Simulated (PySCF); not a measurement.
Input for PySCF:
```python
from pyscf import gto, scf, dft
import numpy

mol = gto.Mole()
mol.atom = '''
    C    -0.000238    0.434500    0.000818
    C     1.180883   -0.142518   -0.007434
    F    -1.138499   -0.276021    0.006390
    H    -0.195829    1.497287    0.004003
    H     1.281838   -1.213290   -0.010060
    H     2.076615    0.448298   -0.011760
'''
mol.basis = 'def2-tzvpd'
mol.charge = 0
mol.spin = 0
mol.verbose = 4
mol.build()
print('smallest overlap eigenvalue', numpy.linalg.eigvalsh(mol.intor('int1e_ovlp'))[0])

mf = dft.RKS(mol)
mf.xc = 'b3lyp'
mf = mf.density_fit(auxbasis='def2-universal-jkfit')
mf.kernel()
```

Problem. Predict the total energy from DF-B3LYP/def2-TZVPD (PySCF).

Solution. -177.9070 Eh

Problem. Predict the nuclear repulsion energy from DF-B3LYP/def2-TZVPD.

Solution. 67.7907 Eh

Problem. Give the HOMO energy at the level DF-B3LYP/def2-TZVPD.

Solution. -7.58 eV

Problem. Give the number of basis functions at the level DF-B3LYP/def2-TZVPD.

Solution. 141

Problem. What is the computed Mulliken (on the basis functions themselves) charges in atom order (DF-B3LYP/def2-TZVPD)?

Solution. C1 0.11, C2 -0.59, F3 -0.26, H4 0.27, H5 0.24, H6 0.22
